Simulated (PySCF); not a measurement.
## Ionisation energy of Fe¹⁹⁺ by level of theory

Fe¹⁹⁺ [He] 2s2 2p3 (4S) → Fe²⁰⁺ [He] 2s2 2p2 (3P), as a difference of total energies. All numbers are calculated (PySCF 2.14, scalar relativity by spin-free X2C-1e, in an even-tempered Gaussian basis (20 s from 4.2 bohr⁻², ratio 2.2; 11 p from 5.5 bohr⁻², ratio 2.2; 6 d from 24 bohr⁻², ratio 2.4; 5 f from 35 bohr⁻², ratio 2.4; 4 g from 53 bohr⁻², ratio 2.4)). Correlated levels: nothing frozen; virtual orbitals above 40 to 60 times the deepest correlated orbital energy dropped. The calculations carry no spin-orbit coupling.

```
                 method  ionisation energy (eV)
                    UHF                  1584.9
                    LDA                  1583.8
                    PBE                  1583.8
                   PBE0                  1584.4
                r2SCANh                  1585.8
                  M06-L                  1585.7
SCS-MP2 (all electrons)                  1584.6
```

Problem. Estimate what r2SCAN gives.

Solution. 1585.7 eV, closest to r2SCANh among the rows shown.

Problem. Estimate what MP2 (all electrons) gives.

Solution. 1585.1 eV, closest to UHF among the rows shown.

A first-order spin-orbit estimate (lowest level to lowest level, LS coupling) adds -9.505 eV.

For comparison: 1575.6 ± 0.5 eV (measured; NIST Atomic Spectra Database, ionization energies).
